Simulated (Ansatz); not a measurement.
A nudged elastic band was laid between two geometries of C$_{3}$H$_{9}$NSe (14 atoms, charge 0, multiplicity 1).

Method: RKS B3LYP/def2-SVP in Ansatz.

| Quantity | Value |
| --- | --- |
| movable images | 1 |
| climbing image | yes |
| spring | 5.0 eV/Å² |
| optimiser | quadratic models (default) |
| start path | through a guess of the saddle point |
| force threshold | 0.05 eV/Å |
| iteration limit | 60 |
| end points | relaxed |

First end point:

```xyz
14
Properties=species:S:1:pos:R:3
C -1.778 1.057 0.356
C -0.274 1.296 0.312
Se 0.791 0.071 1.440
C 0.903 -1.417 0.138
N 1.510 -1.002 -1.104
H -2.179 1.178 1.374
H -2.302 1.773 -0.303
H -2.039 0.043 0.014
H -0.015 2.307 0.663
H 0.138 1.173 -0.701
H 1.430 -2.210 0.705
H -0.118 -1.779 -0.061
H 2.502 -0.799 -0.982
H 1.417 -1.721 -1.822
```

Last end point:

```xyz
14
Properties=species:S:1:pos:R:3
C -1.730 0.991 0.298
C -0.235 1.286 0.259
Se 0.874 0.121 1.408
C 0.910 -1.497 0.194
N 1.551 -1.369 -1.076
H -2.129 1.093 1.319
H -2.282 1.688 -0.356
H -1.954 -0.032 -0.044
H -0.019 2.308 0.607
H 0.172 1.211 -0.762
H 1.421 -2.247 0.816
H -0.131 -1.824 0.062
H 2.499 -1.004 -0.988
H 1.039 -0.756 -1.709
```

(1) Which bonds break or form, and what moves?

(2) Give the energies along the band, and the barrier.

(3) What is the geometry of the highest image?

Results:

(1) No bond is made or broken. The height of N5 over the plane of its neighbours goes from 0.36 to -0.35 Å.

(2) The run converged. The highest image is number 1 of 0 to 2, 0.088 eV above the first end and 0.157 eV above the last; the last end lies 0.069 eV below the first. Another band between the same ends (5 images) ends at a top of the same energy, where a vibrational analysis finds 1 clearly imaginary mode. So few images can step over the top or miss a turn of the path.

```csv
image,path coordinate (Å),energy (eV),height of N5 over the plane of its neighbours (Å)
0,0.00,0.000,0.36
1,0.77,0.088,0.06
2,1.50,-0.069,-0.35
```

(3) 
```xyz
14
Properties=species:S:1:pos:R:3:forces:R:3
C -1.770 1.055 0.291 -0.01 0.00 0.00
C -0.259 1.253 0.325 0.01 0.01 0.01
Se 0.715 0.046 1.542 0.01 0.00 -0.02
C 0.964 -1.469 0.210 0.00 -0.01 0.01
N 1.538 -1.103 -1.025 0.00 0.02 0.00
H -2.221 1.228 1.280 0.00 0.00 0.00
H -2.239 1.756 -0.422 0.00 0.00 0.00
H -2.040 0.033 -0.020 0.00 0.00 -0.01
H 0.005 2.273 0.644 0.00 0.00 0.01
H 0.206 1.089 -0.661 0.00 -0.01 0.00
H 1.565 -2.187 0.795 -0.01 0.00 0.01
H -0.025 -1.917 0.046 0.00 0.00 -0.01
H 2.519 -0.873 -1.089 0.00 0.00 0.00
H 1.029 -1.213 -1.888 -0.01 0.00 0.00
```

The run took 69 s on 2 threads of Arm Neoverse V1, with other jobs on the host, peak memory 0.4 GiB.
